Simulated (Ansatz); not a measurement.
Reaction (ligand exchange at a B–C bond): `CBCN` + `[SiH3]N[SiH3]` → `CBN([SiH3])[SiH3]` + CH₃NH₂

Program: Ansatz. Geometries: PBE0-D4/def2-TZVP. ΔE: electronic, gas phase. CCSD(T)/CBS adds triple-zeta CCSD(T) − MP2 to the extrapolated MP2 energy (def2 sets, frozen cores). This one scheme is used for every species. DFT in def2-TZVPP. Each species was taken in one conformer, which may not be the lowest.

`CBCN`:

Cartesian coordinates in Å:
```
C -0.701 1.741 -0.089
B 0.326 0.577 0.046
C -0.107 -0.914 -0.038
N 0.955 -1.890 -0.195
H -1.748 1.433 -0.131
H -0.472 2.270 -1.025
H -0.577 2.494 0.695
H 1.483 0.843 0.251
H -0.710 -1.035 0.891
H -0.847 -1.033 -0.842
H 0.653 -2.825 0.041
H 1.744 -1.661 0.394
```

`[SiH3]N[SiH3]`:

Cartesian coordinates in Å:
```
Si 0.790 1.214 -0.583
N 0.089 -0.361 -0.512
Si -0.815 -1.090 0.765
H 0.700 1.801 0.777
H 0.087 2.109 -1.544
H 2.214 1.143 -1.010
H 0.171 -0.913 -1.355
H -0.699 -0.205 1.951
H -0.283 -2.442 1.089
H -2.256 -1.255 0.424
```

`CBN([SiH3])[SiH3]`:

Z-matrix (Å, degrees):
```
C
B 1 1.563
H 1 1.096 2 109.2
H 1 1.090 2 116.3 3 122.9
H 1 1.096 2 109.1 3 -114.2
N 2 1.420 1 126.9 3 -122.4
H 2 1.211 1 117.7 3 57.7
Si 6 1.748 2 127.9 1 0.8
Si 6 1.755 2 114.1 1 -179.2
H 8 1.481 6 110.9 2 4.2
H 8 1.486 6 109.9 2 -116.7
H 8 1.486 6 109.3 2 124.7
H 9 1.484 6 111.0 2 -62.9
H 9 1.483 6 110.9 2 59.0
H 9 1.489 6 107.3 2 178.0
```

CH₃NH₂:

Cartesian coordinates in Å:
```
C -0.405 -0.398 0.021
N 0.689 0.524 0.274
H -0.854 -0.332 -0.981
H -1.198 -0.228 0.753
H -0.056 -1.423 0.163
H 0.384 1.481 0.158
H 1.440 0.376 -0.388
```

| level | ΔE (eV) |
| --- | --- |
| PBE-QIDH | -1.19 |
| SCS-MP2/def2-TZVPP | -1.24 |
| CCSD(T)/def2-TZVPP | -1.24 |
| MP2/CBS(def2) | -1.23 |

Problem. What does CCSD(T)/CBS give? (An estimate is asked.)

Solution. The calculation gave: -1.21 eV. The listed levels differ from it by 0.02, -0.03, -0.03, -0.02 eV.

Largest T1 diagnostic among the species: 0.012.

Leaving LDA and LC-ωPBE aside and taking each functional with its dispersion term where it has one, the values, not all of them listed here, spread over 0.07 eV, from BLYP-D4 to B97M-V. LDA lies −0.07 eV from PBE without D4. In def2-TZVPP, CCSD(T) changes the Hartree–Fock value by −0.14 eV (the triples alone add −0.03 eV) and MP2 by −0.16 eV. The D4 term adds −0.09 eV with B3LYP and −0.05 eV with PBE0; it sums over pairs of atoms, weighted by their polarisabilities, and B3LYP, whose exchange is more repulsive, gets the larger term.

B3LYP here is the variant with VWN-RPA as its local correlation; programs differ in this.
